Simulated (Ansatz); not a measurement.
Reactions of F3Sc (`[F][Sc]([F])[F]`).

Calculated with Ansatz (gas phase, PBE0-D4/def2-TZVP geometries, no zero-point term in ΔE). CCSD(T)/CBS adds triple-zeta CCSD(T) − MP2 to the extrapolated MP2 energy (def2 sets, frozen cores). This one scheme is used for every species. DFT in def2-TZVPP. For Sc outer-core shells are correlated without core-valence functions, which leaves a few kJ/mol of doubt a bond. Scalar relativity is left out up to krypton. Each species was taken in one conformer, which may not be the lowest.

```tsv
reaction	CCSD(T)/CBS(def2) (kcal/mol)
`[F][Sc]([F])[F]` + HCl → `[F][Sc]([F])[Cl]` + H–F	0.8
`[F][Sc]([F])[F]` + CH₃OH → `C[O][Sc]([F])[F]` + H–F	8.1
`[F][Sc]([F])[F]` + `O[SiH3]` → `[F][Sc]([F])[O][SiH3]` + H–F	3.6
`[F][Sc]([F])[F]` + CH₄ → `[CH3][Sc]([F])[F]` + H–F	?
`[F][Sc]([F])[F]` + H₂O → `[OH][Sc]([F])[F]` + H–F	10.7
```

(1) Fill in the missing values. (Best estimate.)

Largest T1 diagnostic: 0.017, for `[F][Sc]([F])[F]`.

## Answers

(1) Ansatz gave: `[F][Sc]([F])[F]` + CH₄ → `[CH3][Sc]([F])[F]` + H–F: +57.3 kcal/mol.
